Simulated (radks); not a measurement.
Values are calculated unless marked as measured or tabulated.
Initial-state core-level shifts of the magnesium ion Mg+ when its valence configuration changes from [Ne] 3s1. Level of theory: scalar-relativistic Kohn-Sham, r2SCAN, spin-polarised, spherical densities, finite nucleus; open shells are filled with parallel spins first; meta-GGA in the generalised Kohn-Sham scheme; Fermi nuclear charge, rms radius 3.057 fm (a radial shooting solver on a logarithmic mesh with Libxc functionals). Shifts are changes of the shell-averaged eigenvalues in eV (positive: less bound); the change of the density at the nucleus, which sets a Mossbauer isomer shift, is in e/bohr^3, on a base of 1160.

| valence | 1s | 2s | 2p | density at nucleus |
|---|---|---|---|---|
| 3p1 | -1.974 | -1.933 | -1.914 | -2.1332 |
| 3s0.5 3p0.5 | -0.986 | -0.970 | -0.960 | -1.1159 |
